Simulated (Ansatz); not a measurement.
A made-up structure of InBNH$_{3}$, closed shell:

```xyz
6
angstrom
B -0.9757 -1.5141 -0.5606
N -0.3299 -0.5107 -0.1896
In 0.7135 1.1079 0.4098
H -1.5822 -2.4567 -0.9093
H -0.7589 -1.7421 0.5456
H 0.7722 1.3404 2.1042
```

It is relaxed with PBE-D4/def2-SVP and then PBE0-D4/def2-TZVP (Ansatz 0.2.0). Atoms count as bonded within 1.22 times the sum of their covalent radii (H–H: 0.88 Å). The end point is not checked to be a true minimum.

(1) Does its bonding change? (A judgement: the text doesn't fix the answer.)

Answers

(1) By the calculation: No: no bond forms or breaks.

Where it ends: The first stage lowers the energy by 1.84 eV in 15 steps. It ends as InBNH₃ ([BH2][N][InH]):
```
6
angstrom
B -0.9842 -1.7031 -0.1858
N -0.4168 -0.8466 0.7426
In 0.4733 0.8269 0.6912
H -1.0288 -1.5262 -1.3793
H -1.4762 -2.7176 0.2573
H 1.2717 2.1913 1.2741
```

Labels in which every atom is bracketed show which atoms are joined, not bond orders.

For scale, one of the runs: PBE0-D4/def2-TZVP relaxation, 130 basis functions, launched by `ansatz run in.yaml --threads 2 --pin off --events-out ev --progress --plain --max-ram 4352MiB`. Hardware: 2 CPU threads of an Arm Neoverse V1, shared host. Wall time about 33 s.
